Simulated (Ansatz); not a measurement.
Start from `N[CH2][Ga]([NH2])[OH]` and change one atom or group to get `[NH2][Ga]([OH])[OH]`.

Ansatz, PBE0-D4/def2-TZVP geometries, multiplicity 1. Each molecule was computed in one conformer, which needn't be the lowest.

Scalar relativity is left out up to krypton.

```
                                          property  `N[CH2][Ga]([NH2])[OH]`
             HOMO energy (ωB97M-V/def2-TZVPP) / eV                    -8.51
size of the dipole moment (ωB97M-V/def2-TZVPP) / D                     2.48
           HOMO–LUMO gap (ωB97M-V/def2-TZVPP) / eV                    10.08
                LUMO energy (PBE0/def2-TZVPP) / eV                     0.04
               HOMO energy (B3LYP/def2-TZVPP) / eV                    -6.02
              HOMO–LUMO gap (PBE0/def2-TZVPP) / eV                     6.27
```

Question: What does the change do to each property? (An estimate is asked.)

Answer: Computed: 
```
                                          property  `[NH2][Ga]([OH])[OH]`  shift
             HOMO energy (ωB97M-V/def2-TZVPP) / eV                  -9.99  -1.48
size of the dipole moment (ωB97M-V/def2-TZVPP) / D                   2.13  -0.35
           HOMO–LUMO gap (ωB97M-V/def2-TZVPP) / eV                  11.17   1.09
                LUMO energy (PBE0/def2-TZVPP) / eV                  -0.47  -0.51
               HOMO energy (B3LYP/def2-TZVPP) / eV                  -7.33  -1.31
              HOMO–LUMO gap (PBE0/def2-TZVPP) / eV                   7.10   0.83
```

With PBE0 the HOMO falls by 1.35 eV and the LUMO falls by 0.51 eV, so the gap widens by about 0.84 eV. PBE moves the HOMO by -1.18 eV and ωB97M-V by -1.48 eV. The zero-point energy changes by -106.0 kJ/mol with -12 modes. Dipoles are sizes alone; their direction can turn.

B3LYP here is the variant with VWN-RPA as its local correlation; programs differ in this.
